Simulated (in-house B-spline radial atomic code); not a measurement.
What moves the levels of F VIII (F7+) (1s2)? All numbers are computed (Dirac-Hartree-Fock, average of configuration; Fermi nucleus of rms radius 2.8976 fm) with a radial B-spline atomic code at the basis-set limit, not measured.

Baseline run (computed): total energy -75.5651 hartree, 1s1/2 at -35.07715 hartree.

Scaling the speed of light c (a factor of 100 is close to the non-relativistic limit):

```csv
c/c0,ΔE (hartree),1s1/2 level (eV),1s1/2 <r> (bohr)
0.9,-0.018574,-954.724,0.1736
0.98,-0.0032636,-954.538,0.1737
1.02,0.003073,-954.46,0.1737
3,0.070219,-953.641,0.1739
100,0.07897,-953.535,0.1739
```

**Question.** The nuclear charge is raised by 0.1. What does the Hellmann-Feynman theorem predict for the energy, and what is found?

**Answer.** dE/dZ ≈ -Σ<1/r>, which is -17.411 at the start and -17.6123 at the end; their mean times 0.1 is -1.7512 hartree, and the two runs differ by -1.7512 hartree.
